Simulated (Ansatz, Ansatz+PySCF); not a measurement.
```yaml
atoms:
  - { symbol: Cu, position_ang: [0.0000, 0.0000, -0.1476] }
  - { symbol: H, position_ang: [0.0000, 0.0000, 4.2808] }
```

Basis set: STO-3G (spherical functions). Left uncorrelated: 5 orbitals. Charge 0, multiplicity 1.

Computed with Ansatz (development build ahead of 0.2.0); each method stands on the lowest determinant of its kind that the runs found. Restricted open shells among the atoms or ions are ROHF, correlated in semicanonical orbitals with singles.

Task: Give the atomization energy at this shape (free ground-state atoms in the same class of orbitals less the molecule, no zero-point energy) of singlet CuH in separate pieces by UHF-MP2, UHF, RHF-MP2, RHF.

Result:

```json
{"method": "UHF-MP2", "atomization energy": "0.1 kJ/mol"}
{"method": "UHF", "atomization energy": "0.1 kJ/mol"}
{"method": "RHF-MP2", "atomization energy": "-95.7 kJ/mol"}
{"method": "RHF", "atomization energy": "-520.1 kJ/mol"}
```

Caution: the shape is not the minimum. Caution for UHF-MP2, UHF: a free atom is spin contaminated; the determinant breaks the point group; the unrestricted determinant is a mixture of spin states. Caution for UHF-MP2, RHF-MP2: large amplitudes, a single reference is doubtful. Caution for RHF-MP2: a plain start can end on a higher determinant. Caution for RHF-MP2, RHF: an unrestricted determinant lies well below. Caution for RHF: the molecule lies well above its atoms at this level.

This basis has no polarisation functions and is too small for such energies, which can lie far from measured ones in either direction.
